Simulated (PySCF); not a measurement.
A structure optimised at PBE-D3(BJ)/def2-SVP, used in a PySCF frequency run:

```
Si
O 1 1.6529
H 2 0.9744 1 115.76
Cl 1 2.0453 2 106.19 3 -180.00
Cl 1 2.0609 2 111.50 3 60.26
Cl 1 2.0609 2 111.50 3 -60.26
```

**Question.** Write its SMILES, formula and point group.

**Answer.** O[Si](Cl)(Cl)Cl, Cl₃HOSi, Cs

**Question.** What are its rotational constants (standard atomic weights)?

**Answer.** 1.7907, 1.7534, 1.2665 GHz
